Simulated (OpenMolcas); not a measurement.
## Predicting a hybrid from its neighbours: B2H2F2

B2H2F2: 6 atoms, total charge 0, spin state singlet. SMILES: `FBBF`. Geometry: relaxed at GFN2-xTB. This is one conformer, not always the lowest.

The electronic atomisation energy y, in eV, basis def2-SVPD; a is the functional's share of exact exchange. Programs: OpenMolcas 26.06.

```
functional     program     a  y (eV)
      TPSS  OpenMolcas     0   24.67
      BLYP  OpenMolcas     0   24.48
     B3LYP  OpenMolcas   0.2   24.52
      PBE0  OpenMolcas  0.25       ?
     BHLYP  OpenMolcas   0.5   23.87
```

Q: Fit y = c + s·a to the known rows and predict PBE0.

A: 
1. Means of the 4 rows: a = 0.1750, y = 24.385.
2. Σ(Δa)² = 0.1675, Σ(Δa·Δy) = -0.2305, so the slope is -0.2305/0.1675 = -1.3761.
3. Intercept: 24.385 − (-1.3761) × 0.1750 = 24.626. The largest residual of the fit is 0.17.
4. PBE0: 24.626 + (-1.3761) × 0.25 = 24.28 eV.

The run gave 24.56 eV, so the prediction is off by -0.28 eV, more than the scatter of the fit. The rows mix families of semi-local functionals, which the line can't see.
